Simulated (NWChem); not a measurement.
Molecule: C2HBCl2; SMILES C(B(Cl)Cl)#C

```xyz
6

B      0.0009    -0.0135     0.0000
C      0.0092    -1.5283     0.0000
C      0.0144    -2.7456     0.0000
H      0.0190    -3.8217     0.0000
Cl     1.5040     0.8782     0.0000
Cl    -1.5137     0.8590     0.0000
```
Atoms are numbered in this order, from 1.

Program: NWChem. Pople sets run with spherical d functions. Coordinates come from a PBE0/def2-SVP optimisation.

For level Hartree-Fock/3-21G:

```
Property                     Result
---------------------------  ------
highest occupied level (eV)  -11.68
dipole (D)                     2.90
```

Question: Estimate the same quantities for level Hartree-Fock/6-31G*.

Answer: 
| Property | Result |
|---|---|
| highest occupied level (eV) | -11.28 |
| dipole (D) | 2.26 |
